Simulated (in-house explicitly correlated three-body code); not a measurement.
Computed with an exponentially correlated three-body code. Model: two electrons around a point charge, non-relativistic, variational in 260 exponentially correlated functions (energies converged to about 1e-7 hartree, or 1e-8 relative for large Z).

Command:
```bash
python run_hyl.py task.json out
```
Settings (lengths in bohr, energies in hartree):
```
Z                      14
screening              0.028
interaction_strength   1
functions              260
states_tried           13
```

Time taken, with all properties: 2.6 min on 1 thread of Arm Neoverse N1 (shared host).

**Those bound S and P states to n = 4 that converged, binding against the one-electron ion.**

Given: nuclear charge 14; Yukawa screening of all interactions 0.028 1/bohr.

Computed: one-electron threshold -97.6085872 hartree.

| term | energy (hartree) | binding (eV) |
| --- | --- | --- |
| 1 1S | -186.652193 | 2423 |
| 2 3S | ? | ? |
| 2 3P | -118.660548 | 572.85 |
| 2 1S | -118.615202 | 571.62 |
| 2 1P | -118.263517 | 562.05 |
| 3 3S | -106.858999 | 251.72 |
| 3 3P | ? | ? |
| 3 1S | -106.714299 | 247.78 |
| 3 1P | -106.612081 | 245 |
| 4 3S | -102.62594 | 136.53 |
| 4 3P | -102.568716 | 134.97 |
| 4 1S | -102.567363 | 134.94 |
| 4 1P | -102.52443 | 133.77 |

Task: What belongs in the row 2 3S?

Result: energy (hartree): -119.163618; binding (eV): 586.54.

Task: What belongs in the row 3 3P?

Result: energy (hartree): -106.720276; binding (eV): 247.94.

**Converged states only, values per electron or pair (inverse distances are <exp(-kr)/r>).**

```csv
term,mean r (bohr),mean r squared (bohr²),mean inverse r (1/bohr),mean r12 (bohr),mean inverse r12 (1/bohr),mean cosine,mean p1 dot p2 (bohr⁻²),delta r1 (bohr⁻³),delta r12 (bohr⁻³)
1 1S,0.1101,0.01622,13.66,0.16166,8.4085,-0.0094996,1.7496,832.57,94.829
2 3S,0.27673,0.12373,8.628,0.46447,2.5072,-0.0032572,0.13667,484.85,-
2 3P,0.24291,0.09375,8.6091,0.40453,2.9825,-0.074431,-13.317,434.31,-
2 1S,0.28173,0.12911,8.6061,0.46881,2.9905,-0.005242,0.15574,482.96,17.272
2 1P,0.24693,0.097373,8.5921,0.39542,3.3018,0.05988,13.011,437.29,5.0144
3 3S,0.56144,0.59339,7.7029,1.0234,1.2191,-0.0011068,0.040514,450.72,-
3 3P,0.53008,0.53084,7.6976,0.96236,1.3477,-0.01756,-3.0641,436.12,-
3 1S,?,?,?,?,?,?,?,?,?
3 1P,0.53574,0.5434,7.6931,0.97002,1.4375,0.014103,3.1472,436.78,1.6029
4 3S,?,?,?,?,?,?,?,?,-
4 3P,0.93299,1.762,7.3797,1.7637,0.75589,-0.0068753,-1.1886,436.48,-
4 1S,0.97159,1.9041,7.3795,1.8398,0.75519,-0.00072403,0.021615,442.42,2.089
4 1P,0.94048,1.7922,7.3778,1.7773,0.79297,0.0054995,1.2398,436.73,0.69045
```

Task: What belongs in the row 3 1S?

Result: mean r (bohr): 0.5687; mean r squared (bohr²): 0.61056; mean inverse r (1/bohr): 7.6972; mean r12 (bohr): 1.0366; mean inverse r12 (1/bohr): 1.3471; mean cosine: -0.0016787; mean p1 dot p2 (bohr⁻²): 0.049952; delta r1 (bohr⁻³): 450.32; delta r12 (bohr⁻³): 5.0051.

Task: What belongs in the row 4 3S?

Result: mean r (bohr): 0.96194; mean r squared (bohr²): 1.8639; mean inverse r (1/bohr): 7.3819; mean r12 (bohr): 1.821; mean inverse r12 (1/bohr): 0.70342; mean cosine: -0.00048405; mean p1 dot p2 (bohr⁻²): 0.017039; delta r1 (bohr⁻³): 442.57.

**Electric-dipole lines between converged S and P states, rate of the upper state's decay.**

| s state | p state | p minus s (eV) | oscillator strength from s | rate (1/s) |
| --- | --- | --- | --- | --- |
| 1 1S | 2 1P | 1861 | 0.75446 | 3.7791e+13 |
| 1 1S | 3 1P | 2178 | 0.15217 | 1.0441e+13 |
| 1 1S | 4 1P | 2289.2 | 0.056655 | 4.2945e+12 |
| 2 1S | 2 1P | 9.5698 | 0.037551 | 4.9742e+07 |
| 2 1S | 3 1P | 326.62 | 0.40035 | 6.1776e+11 |
| 2 1S | 4 1P | 437.85 | 0.097656 | 2.708e+11 |
| 3 1S | 2 1P | -314.27 | -0.049548 | 2.1235e+11 |
| 3 1S | 3 1P | 2.7815 | 0.06551 | 7.3308e+06 |
| 3 1S | 4 1P | 114.01 | 0.44014 | 8.2753e+10 |
| 4 1S | 2 1P | -427.11 | -0.010892 | 8.622e+10 |
| 4 1S | 3 1P | -110.06 | -0.11383 | 5.9834e+10 |
| 4 1S | 4 1P | ? | ? | ? |
| 2 3S | 2 3P | 13.689 | 0.051717 | 1.4018e+08 |
| 2 3S | 3 3P | 338.6 | 0.3857 | 6.3961e+11 |
| 2 3S | 4 3P | 451.57 | 0.095266 | 2.8098e+11 |
| 3 3S | 2 3P | -321.14 | -0.050501 | 2.2599e+11 |
| 3 3S | 3 3P | 3.7749 | 0.08683 | 1.7896e+07 |
| 3 3S | 4 3P | ? | ? | ? |
| 4 3S | 2 3P | -436.32 | -0.010929 | 9.028e+10 |
| 4 3S | 3 3P | -111.41 | -0.11773 | 6.3411e+10 |
| 4 3S | 4 3P | 1.5571 | 0.12016 | 4.2143e+06 |

Task: What belongs in the row 4 1S 4 1P?

Result: p minus s (eV): 1.1683; oscillator strength from s: 0.091741; rate (1/s): 1.8111e+06.

Task: What belongs in the row 3 3S 4 3P?

Result: p minus s (eV): 116.74; oscillator strength from s: 0.4243; rate (1/s): 8.3645e+10.

**Static dipole response.**

```csv
state,polarisability (bohr³)
1 1S,0.00026032
2 1S,0.3075
2 3S,0.20788
```
